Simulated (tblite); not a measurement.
Species: C₅H₁₀F₃PSi.
Numbering: `[CH3:1][C@@H:2]1[CH2:3][P:4]([C:5]([F:6])([F:7])[F:8])[C@@H:9]1[SiH3:10]` (hydrogens: H11, H12, H13 on C1; H14 on C2; H15, H16 on C3; H17 on C9; H18, H19, H20 on Si10)

Computed with GFN2-xTB (tblite), gas phase: L-BFGS steps from a force-field or distance-geometry start until the largest atomic force falls under 0.01 eV/Å.

The end geometry, which sets the zero of energy:
```
atom  x, y, z in Å
C1     -1.7741    0.1631    0.8028
C2     -1.1642   -0.6089   -0.3542
C3     -0.3089   -1.8152    0.0913
P4      1.2063   -1.2040   -0.8158
C5      2.1213   -0.4790    0.6807
F6      2.9585    0.5002    0.3026
F7      1.3739    0.0226    1.6775
F8      2.8751   -1.4439    1.2363
C9     -0.0609    0.1256   -1.1605
Si10    0.3511    1.9739   -0.8676
H11    -2.5022   -0.4613    1.3182
H12    -1.0142    0.4661    1.5167
H13    -2.2827    1.0525    0.4375
H14    -1.9766   -0.9249   -1.0160
H15    -0.6581   -2.7757   -0.2879
H16    -0.1763   -1.8930    1.1707
H17    -0.2777    0.0439   -2.2328
H18     1.5255    2.2647   -1.6882
H19     0.5932    2.2846    0.5361
H20    -0.8141    2.7194   -1.3501
```

**Question.** These geometries come from the run, each turned onto the end geometry. Order them by energy, lowest first.
A.
```
atom  x, y, z in Å
C1     -2.4584    0.1351    0.0765
C2     -1.2015   -0.6299   -0.3148
C3     -0.3350   -1.3244    0.7555
P4      1.0131   -1.3804   -0.5290
C5      2.6084   -0.7228    0.2778
F6      3.1092    0.2772   -0.4694
F7      2.5513   -0.2755    1.5399
F8      3.5353   -1.6997    0.2712
C9     -0.0183    0.1231   -0.9785
Si10    0.4409    1.8586   -0.2850
H11    -3.2697   -0.5734    0.2473
H12    -2.3425    0.7411    0.9752
H13    -2.7755    0.7833   -0.7448
H14    -1.5097   -1.4203   -1.0156
H15    -0.7070   -2.2856    1.1023
H16    -0.1140   -0.6844    1.6107
H17    -0.1362    0.1810   -2.0678
H18     1.0695    2.6192   -1.3570
H19     1.3564    1.7847    0.8438
H20    -0.8213    2.5039    0.0589
```
B.
```
atom  x, y, z in Å
C1     -2.5040    0.0704   -0.0813
C2     -1.1883   -0.6397   -0.3044
C3     -0.2835   -1.0311    0.8772
P4      0.9680   -1.3676   -0.4695
C5      2.6784   -0.8444    0.2026
F6      3.3152    0.0924   -0.5203
F7      2.6986   -0.4262    1.4777
F8      3.4653   -1.9416    0.1658
C9     -0.0409    0.1097   -1.0206
Si10    0.3316    1.8122   -0.2067
H11    -3.3343   -0.6409   -0.0496
H12    -2.4928    0.6309    0.8487
H13    -2.6938    0.7668   -0.8988
H14    -1.3935   -1.5650   -0.8524
H15    -0.5852   -1.8331    1.5508
H16    -0.0462   -0.1316    1.4544
H17    -0.1491    0.1938   -2.1114
H18     0.9496    2.6065   -1.2638
H19     1.2209    1.7072    0.9537
H20    -0.9211    2.4420    0.2453
```
C.
```
atom  x, y, z in Å
C1     -2.1275    0.1997    0.4934
C2     -1.2058   -0.6293   -0.3846
C3     -0.3131   -1.6283    0.3740
P4      1.1176   -1.3036   -0.7792
C5      2.3716   -0.5828    0.4741
F6      3.0555    0.4672   -0.0144
F7      1.8789   -0.2029    1.6653
F8      3.2839   -1.5374    0.7333
C9     -0.0617    0.1163   -1.1215
Si10    0.4127    1.8944   -0.5850
H11    -2.7730   -0.4516    1.0837
H12    -1.5581    0.8289    1.1733
H13    -2.7520    0.8394   -0.1279
H14    -1.8075   -1.1669   -1.1247
H15    -0.6607   -2.6605    0.3823
H16    -0.1174   -1.3028    1.3976
H17    -0.2493    0.1512   -2.2023
H18     1.5007    2.3440   -1.4522
H19     0.7810    1.9252    0.8278
H20    -0.7808    2.7103   -0.8156
```
D.
```
atom  x, y, z in Å
C1     -1.7900    0.1497    0.8184
C2     -1.1707   -0.6162   -0.3373
C3     -0.2924   -1.8093    0.0985
P4      1.1929   -1.1885   -0.8508
C5      2.1465   -0.4774    0.6268
F6      3.0716    0.4088    0.2285
F7      1.4262    0.1273    1.5858
F8      2.8045   -1.4789    1.2366
C9     -0.0887    0.1386   -1.1548
Si10    0.3355    1.9826   -0.8422
H11    -2.5165   -0.4755    1.3343
H12    -1.0333    0.4555    1.5345
H13    -2.3062    1.0339    0.4502
H14    -1.9787   -0.9511   -0.9927
H15    -0.6390   -2.7779   -0.2620
H16    -0.1273   -1.8751    1.1738
H17    -0.3199    0.0738   -2.2254
H18     1.6282    2.2238   -1.4817
H19     0.3757    2.3313    0.5729
H20    -0.7233    2.7351   -1.5160
```
E.
```
atom  x, y, z in Å
C1     -1.8517    0.1447    0.7700
C2     -1.1694   -0.6221   -0.3489
C3     -0.2834   -1.7810    0.1535
P4      1.1825   -1.2212   -0.8608
C5      2.1880   -0.5047    0.5741
F6      3.1147    0.3586    0.1351
F7      1.4998    0.1330    1.5356
F8      2.8432   -1.5049    1.1887
C9     -0.0751    0.1385   -1.1464
Si10    0.3384    1.9806   -0.7909
H11    -2.6031   -0.4815    1.2488
H12    -1.1344    0.4535    1.5244
H13    -2.3472    1.0295    0.3764
H14    -1.9382   -0.9932   -1.0318
H15    -0.6419   -2.7780   -0.0994
H16    -0.0920   -1.7444    1.2273
H17    -0.3042    0.1098   -2.2188
H18     1.6181    2.2538   -1.4467
H19     0.3813    2.2790    0.6358
H20    -0.7305    2.7608   -1.4285
```

**Answer.** D (0.010 eV), E (0.019 eV), C (0.071 eV), A (0.315 eV), B (0.562 eV).

In the order of the answer:

```
step  E above end (eV)  largest force (eV/Å)  rms force component (eV/Å)  rms distance from end (Å)  rms bond change (Å)  bond most changed (Å)
 105             0.010                  0.06                       0.017                      0.104                0.001        Si10–H20 -0.002
  89             0.019                  0.10                       0.025                      0.145                0.002           P4–C9 +0.005
  55             0.071                  0.17                       0.046                      0.461                0.004           P4–C5 +0.016
  22             0.315                  0.22                       0.085                      0.991                0.005           P4–C9 +0.009
   6             0.562                  0.32                       0.111                      1.191                0.005           P4–C5 +0.013
```
